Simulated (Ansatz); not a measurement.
Gas-phase electronic energies from Ansatz, PBE0-D4/def2-TZVP geometries. CCSD(T)/CBS adds triple-zeta CCSD(T) − MP2 to the extrapolated MP2 energy (def2 sets, frozen cores). This one scheme is used for every species. Functionals use def2-TZVPP. B3LYP here is the variant with VWN-RPA as its local correlation; programs differ in this. For Ge outer-core shells are correlated without core-valence functions, which leaves a few kJ/mol of doubt a bond. Scalar relativity is left out up to krypton. One conformer a species, not always the lowest.

Reaction (hydrogenolysis of a B–N bond): `NB[S][GeH3]` + H₂ → `B[S][GeH3]` + NH₃

| level | ΔE (kJ/mol) | difference from CCSD(T)/CBS |
| --- | --- | --- |
| PBE-D4 | 100.0 | 4.9 |
| PBE0-D4 | 98.4 | 3.3 |
| B2PLYP | 94.9 | -0.2 |
| PBE-QIDH | 97.8 | 2.7 |
| PBE0 | 94.8 | -0.3 |
| B3LYP | 91.7 | -3.4 |
| r2SCAN0 | 99.0 | 3.9 |
| RPA@PBE/def2-TZVPP | 89.5 | -5.6 |
| CCSD/def2-TZVPP | 91.0 | -4.1 |
| CCSD/CBS(def2) | 91.8 | -3.3 |
| CCSD(T)/CBS | 95.1 | 0 |

Largest T1 diagnostic among the species: 0.014.

In def2-TZVPP, CCSD(T) changes the Hartree–Fock value by +12.9 kJ/mol (the triples alone add +3.3 kJ/mol) and MP2 by +20.1 kJ/mol. The D4 term adds +6.5 kJ/mol with B3LYP and +3.6 kJ/mol with PBE0; it sums over pairs of atoms, weighted by their polarisabilities, and B3LYP, whose exchange is more repulsive, gets the larger term. Leaving LDA and LC-ωPBE aside and taking each functional with its dispersion term where it has one, the values, not all of them listed here, spread over 7.2 kJ/mol, from B2PLYP to r2SCAN-D4. LDA lies +14.5 kJ/mol from PBE without D4.
